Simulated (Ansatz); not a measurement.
```yaml
crystal:
  periodic: [false, false, false]
  atoms:
    - {symbol: Al, position_ang: [1.052829, 2.340627, 0.175188]}
    - {symbol: N, position_ang: [0.480331, 0.692193, 0.556473]}
    - {symbol: P, position_ang: [0.864539, -0.709215, -0.357068]}
    - {symbol: Si, position_ang: [-1.163752, -1.676514, -0.564175]}
    - {symbol: H, position_ang: [2.006957, 2.529630, -1.066884]}
    - {symbol: H, position_ang: [0.542764, 3.494717, 1.130390]}
    - {symbol: H, position_ang: [-0.136660, 0.553333, 1.346591]}
    - {symbol: H, position_ang: [1.289711, -1.614912, 0.661129]}
    - {symbol: H, position_ang: [-1.920062, -1.640465, 0.721208]}
    - {symbol: H, position_ang: [-1.951171, -0.935771, -1.585175]}
    - {symbol: H, position_ang: [-0.999887, -3.090723, -0.997075]}
basis:
  gaussian: {orbitals: def2-SVPD}
total_charge: -2
hamiltonian: {xc: {name: B3LYP5}}
output: {forces: true}
```

```sh
$ ansatz run in.yaml --threads 4 --pin off --events-out ev --progress --plain --max-ram 10444MiB
```

Output, abridged:

```
Functional definition: B3LYP5
1406 factors; integrals over basis functions are off by at most 1.2e-3 eV
mean field evaluation 1: about -25341.5796 eV, gradient 4.1e1 eV
mean field evaluation 2: about -25321.0922 eV, gradient 8.6e1 eV
mean field evaluation 4: about -25344.9819 eV, gradient 2.8e1 eV
mean field evaluation 8: about -25350.4554 eV, gradient 9.9e-1 eV
mean field evaluation 16: about -25350.4923 eV, gradient 7.3e-2 eV
mean field evaluation 32: about -25350.4931 eV, gradient 4.7e-5 eV
a density is far from that of the atoms, so the factors are made again for it
1428 factors; integrals over basis functions are off by at most 1.1e-3 eV
mean field -25350.49216319 eV, -931.6134038165 hartree, gradient 7.2e-6 eV, S^2 0.000000; 0 other end points of the search recorded, 0 dependent functions left out
reference -25350.49242521 eV, -931.6134134456 hartree; 29, 29 occupied and 119, 119 virtual orbitals, 1428 factors
Total energy: -25350.49242521 eV, -931.6134134456 hartree
Atom 0 at     1.052829     2.340627     0.175188 Å, force     0.439940     0.405284     0.452792 eV/Å
Atom 1 at     0.480331     0.692193     0.556473 Å, force     0.225117     0.047542    -0.309757 eV/Å
Atom 2 at     0.864539    -0.709215    -0.357068 Å, force     0.041453     0.060382    -0.795769 eV/Å
Atom 3 at    -1.163752    -1.676514    -0.564175 Å, force    -0.197982     0.598877     0.186954 eV/Å
Atom 4 at     2.006957     2.529630    -1.066884 Å, force    -0.204399     0.202688     0.069209 eV/Å
Atom 5 at     0.542764     3.494717     1.130390 Å, force     0.039107    -0.011053    -0.367066 eV/Å
Atom 6 at    -0.136660     0.553333     1.346591 Å, force    -0.260380    -0.063558     0.448591 eV/Å
Atom 7 at     1.289711    -1.614912     0.661129 Å, force     0.151860    -0.339867     0.550013 eV/Å
Atom 8 at    -1.920062    -1.640465     0.721208 Å, force    -0.171153    -0.148050    -0.028955 eV/Å
Atom 9 at    -1.951171    -0.935771    -1.585175 Å, force    -0.120264    -0.130442    -0.052839 eV/Å
Atom 10 at    -0.999887    -3.090723    -0.997075 Å, force     0.056700    -0.621802    -0.153173 eV/Å
Dipole moment:    -0.790245    -2.789795    -0.597305 e Å
```

(1) Something in this input is off. What?

## Answers

(1) The charge is far from anything that the molecule holds. Self-consistency was reached. The result belongs to that input, not to the molecule as meant.

B3LYP here is the variant with VWN-RPA as its local correlation; programs differ in this.
